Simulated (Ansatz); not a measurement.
Consider the formal exchange of groups at the Si–Si bond: `C[SiH2][SiH](Cl)Cl` + `OC(F)F` → `C[SiH2]C(O)(F)F` + `Cl[SiH2]Cl`.

Computed with Ansatz on PBE0-D4/def2-TZVP structures; ΔE is electronic, products minus reactants. CBS: MP2 limit from def2 TZ/QZ plus the TZ coupled-cluster correction, frozen cores. DFT in def2-TZVPP. B3LYP here is the variant with VWN-RPA as its local correlation; programs differ in this. One conformer a species, not always the lowest.

```csv
species,B3LYP energy (Eh)
`C[SiH2][SiH](Cl)Cl`,-1541.35178
`OC(F)F`,-314.36981
`C[SiH2]C(O)(F)F`,-644.43075
`Cl[SiH2]Cl`,-1211.28111
```

Question: Work out ΔE.

Answer: ΔE = (-644.43075) + (-1211.28111) − (-1541.35178) − (-314.36981) = 0.00973 Eh = +6.1 kcal/mol. CCSD(T)/CBS gives +6.9 kcal/mol.

Largest T1 diagnostic among the species: 0.012.

In def2-TZVPP, CCSD(T) changes the Hartree–Fock value by +1.0 kcal/mol (the triples alone add +0.2 kcal/mol) and MP2 by +0.9 kcal/mol. The D4 term adds +1.2 kcal/mol with B3LYP and +0.8 kcal/mol with PBE0; it sums over pairs of atoms, weighted by their polarisabilities, and B3LYP, whose exchange is more repulsive, gets the larger term.
